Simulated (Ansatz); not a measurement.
Question: Name a neutral molecule of C, N, O, Si and H with HOMO–LUMO gap (ωB97M-V/def2-TZVPP) between 10.20 and 10.50 eV and LUMO energy (PBE0/def2-TZVPP) between -0.75 and -0.45 eV (Ansatz, PBE0-D4/def2-TZVP geometry).

Answer: `N[SiH]1C=C([SiH3])O1` (10.40 eV, -0.67 eV); `CO[SiH]1C=N1` (10.24 eV, -0.72 eV); `C=C/N=C/O[SiH3]` (10.37 eV, -0.75 eV); `N[SiH2]C1O[SiH2]1` (10.49 eV, -0.55 eV). Other molecules can fit too; these were computed, each in one conformer that needn't be the lowest.
